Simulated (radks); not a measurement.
Dispersion coefficients C6 (hartree bohr^6) between ground-configuration atoms and ions, from the Casimir-Polder integral (3/pi) of alpha_A(iw) alpha_B(iw). Method: scalar-relativistic Kohn-Sham, PBE, spin-unpolarised, spherical densities, finite nucleus; Fermi nuclear charge, rms radius of each element as measured or else 0.836 A^(1/3) + 0.57 fm; computed with a radial shooting solver on a logarithmic mesh with Libxc functionals. Response by self-consistent Sternheimer equations with the Hartree and adiabatic LDA kernel, the relativistic mass of each level held fixed and spin-orbit coupling left out. For heavy and open-shell atoms this level of theory can miss by tens of per cent.

\begin{tabular}{lrrrrrrrrrr}
C6 & Ga & Os & Ir2+ & Si2+ & Re & Co3+ & Tl3+ & Pr & Sm+ & Ho3+ \\ \hline
Ga & 569.8 &  &  &  &  &  &  &  &  &  \\
Os & 561.2 & 584.7 &  &  &  &  &  &  &  &  \\
Ir2+ & 161.9 & 185.1 & 70.27 &  &  &  &  &  &  &  \\
Si2+ & 139.3 & 148.4 & 48.09 & 38.19 &  &  &  &  &  &  \\
Re & 614.3 & 634.2 & 197.4 & 160.5 & 689.1 &  &  &  &  &  \\
Co3+ & 34.21 & 41.17 & 17.48 & 10.70 & 43.49 & 4.717 &  &  &  &  \\
Tl3+ & 92.51 & 110.5 & 45.94 & 28.77 & 116.9 & 12.14 & 31.48 &  &  &  \\
Pr & 1394 & 1309 & 352.1 & 317.0 & 1443 & 72.11 & 195.7 & 3557 &  &  \\
Sm+ & 636.7 & 623.1 & 181.1 & 153.5 & 682.4 & 39.01 & 105.0 & 1574 & 716.2 &  \\
Ho3+ & 88.50 & 105.1 & 43.20 & 27.35 & 111.3 & 11.34 & 29.45 & 187.9 & 100.2 & 27.56 \\
\end{tabular}

Static polarisabilities (bohr^3): Ga ([Ar] 3d10 4s2 4p1) 68.94, Os ([Xe] 4f14 5d6 6s2) 51.48, Ir2+ ([Xe] 4f14 5d7) 10.77, Si2+ ([Ne] 3s2) 11.28, Re ([Xe] 4f14 5d5 6s2) 58.35, Co3+ ([Ar] 3d6) 1.950, Tl3+ ([Xe] 4f14 5d10) 5.369, Pr ([Xe] 4f3 6s2) 206.6, Sm+ ([Xe] 4f6 6s1) 80.00, Ho3+ ([Xe] 4f10) 5.247. The combination rule 2 Ca Cb / ((alpha_b/alpha_a) Ca + (alpha_a/alpha_b) Cb) gives 27.33 for Si2+-Ho3+, against 27.35 from the integral.
